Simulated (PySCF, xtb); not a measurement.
ScCl3, SMILES [Cl][Sc]([Cl])[Cl].

GFN2-xTB in xtb at its own geometry gives an orbital gap of 1.85 eV and a dipole moment of 2.80 D.

Coordinates come from a ωB97X-D3(BJ)/def2-SVP optimisation. The isomer is the one that the SMILES or the coordinates give; other isomers of the formula were not compared.

Task: What does PySCF with CAM-B3LYP/def2-TZVPD give? (The exact figures need the calculation; the answer reports its results.)

Result: gap 8.27 eV (levels -10.63 and -2.36 eV), dipole 0.00 D.
